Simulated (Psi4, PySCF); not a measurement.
The PySCF input:
```python
from pyscf import gto, scf, mp

mol = gto.M(
    atom='''
C     0.020962   -0.291180   -1.196607
C     0.004407    0.004021    0.017111
H     0.107673   -0.539854   -2.209945
O    -0.032486    0.282851    1.160865
''',
    basis='6-311g**',
    charge=0,
    spin=1,
    verbose=3,
)

mf = scf.UHF(mol)
mf.kernel()

pt = mp.MP2(mf, frozen=3)
pt.kernel()
print('E(MP2) = %.10f' % pt.e_tot)
```

Question: Convert this to an input for Psi4.

Answer: Several could match; the one computed here: 
```
memory 2 GB

molecule mol {
0 2
  C     0.020962   -0.291180   -1.196607
  C     0.004407    0.004021    0.017111
  H     0.107673   -0.539854   -2.209945
  O    -0.032486    0.282851    1.160865
}

set basis 6-311g**
set reference uhf
set freeze_core true
set mp2_type conv
set scf_type pk
set puream true
set d_convergence 1e-8

energy('mp2')
print_variables()
```

Both were run: PySCF gave -151.546932 Eh and Psi4 -151.546929 Eh, 0.003 mEh apart.
